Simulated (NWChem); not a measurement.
One site exchanged: H, Br, Cl, F

Each species was optimised at PBE0/def2-SVP with NWChem, gas phase unless a solvent is named. All stand in one matching conformer (torsions within 35°), which need not be the lowest. Pople sets run with spherical d functions. This build's default masses of Se (78.918 u) and Br (79.917 u) are each other's, which moves their modes by up to 0.6 %. Shieldings are non-relativistic GIAO values without spin-orbit effects.

A: N[SiH2]N (SiN2H6)
B: N[SiH](N)Br (SiN$_{2}$H$_{5}$Br)
C: N[SiH](N)Cl (SiN2H5Cl)
D: N[SiH](N)F (SiN$_{2}$H$_{5}$F)

| quantity | A (H) | B (Br) | C (Cl) | D (F) |
|---|---|---|---|---|
| Pauling electronegativity of the site (pymatgen's table) | 2.20 | 2.96 | 3.16 | 3.98 |
| electrons in the molecule | 34 | 68 | 50 | 42 |
| dipole (D), PBE0/def2-SVP | 0.81 | 2.45 | 2.27 | 2.12 |
| orbital gap (eV), PBE0/def2-SVP | 8.72 | 8.97 | 9.10 | 9.08 |
| highest harmonic frequency (cm⁻¹), PBE0/def2-SVP | 3726 | 3730 | 3731 | 3735 |
| static polarisability, PBE0/def2-SVPD (bohr³) | 45.9 | 65.5 | 57.2 | 42.9 |
| SMD solvation free energy in water, PBE0/def2-SVP (kcal/mol) | -1.8 | -3.6 | -3.3 | -3.4 |
| SMD solvation free energy in n-hexane, PBE0/def2-SVP (kcal/mol) | -1.4 | -3.5 | -2.9 | -2.1 |
| 29Si shift against tetramethylsilane, PBE/pcSseg-1 (ppm) | -44.7 | -19.4 | -25.0 | -35.9 |
| 29Si shift against tetramethylsilane, B3LYP/6-31G* (ppm) | -26.8 | -4.7 | -12.0 | -25.5 |

“Dipole (D), PBE0/def2-SVP” runs from 0.81 in A (H) to 2.45 in B (Br), rising in step with the number of electrons. “Orbital gap (eV), PBE0/def2-SVP” runs from 8.72 in A (H) to 9.10 in C (Cl), in no step with either the site's electronegativity or the electron count. “Static polarisability, PBE0/def2-SVPD (bohr³)” runs from 42.9 in D (F) to 65.5 in B (Br), in no step with either the site's electronegativity or the electron count. “SMD solvation free energy in water, PBE0/def2-SVP (kcal/mol)” runs from -3.6 in B (Br) to -1.8 in A (H). “SMD solvation free energy in n-hexane, PBE0/def2-SVP (kcal/mol)” runs from -3.5 in B (Br) to -1.4 in A (H), falling in step with the number of electrons. “29Si shift against tetramethylsilane, PBE/pcSseg-1 (ppm)” runs from -44.7 in A (H) to -19.4 in B (Br), rising in step with the number of electrons. “29Si shift against tetramethylsilane, B3LYP/6-31G* (ppm)” runs from -26.8 in A (H) to -4.7 in B (Br), rising in step with the number of electrons.

These are trends among computed rows of three or four species; they are not measurements.
